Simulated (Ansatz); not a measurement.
Start from `C[SiH2]C[SiH2]F` and change one atom or group to get `OC[SiH2]F`.

Ansatz, PBE0-D4/def2-TZVP geometries, multiplicity 1. Each molecule was computed in one conformer, which needn't be the lowest.

```
                                          property  `C[SiH2]C[SiH2]F`
             HOMO–LUMO gap (B3LYP/def2-TZVPP) / eV               8.55
               HOMO–LUMO gap (PBE/def2-TZVPP) / eV               6.81
  size of the dipole moment (B3LYP/def2-TZVPP) / D               1.33
size of the dipole moment (ωB97M-V/def2-TZVPP) / D               1.31
           HOMO–LUMO gap (ωB97M-V/def2-TZVPP) / eV              12.82
             LUMO energy (ωB97M-V/def2-TZVPP) / eV               1.96
```

Question: What does the change do to each property? (Best estimate.)

Answer: The calculation gave: 
```json
{"property": "HOMO–LUMO gap (B3LYP/def2-TZVPP) / eV", "`OC[SiH2]F`": "7.22", "shift": "-1.33"}
{"property": "HOMO–LUMO gap (PBE/def2-TZVPP) / eV", "`OC[SiH2]F`": "5.26", "shift": "-1.55"}
{"property": "size of the dipole moment (B3LYP/def2-TZVPP) / D", "`OC[SiH2]F`": "1.23", "shift": "-0.10"}
{"property": "size of the dipole moment (ωB97M-V/def2-TZVPP) / D", "`OC[SiH2]F`": "1.23", "shift": "-0.08"}
{"property": "HOMO–LUMO gap (ωB97M-V/def2-TZVPP) / eV", "`OC[SiH2]F`": "11.76", "shift": "-1.06"}
{"property": "LUMO energy (ωB97M-V/def2-TZVPP) / eV", "`OC[SiH2]F`": "1.67", "shift": "-0.29"}
```

With PBE0 the HOMO rises by 0.91 eV and the LUMO falls by 0.35 eV, so the gap narrows by about 1.26 eV. PBE moves the HOMO by 1.17 eV and ωB97M-V by 0.76 eV. Dipoles are sizes alone; their direction can turn.

B3LYP here is the variant with VWN-RPA as its local correlation; programs differ in this.
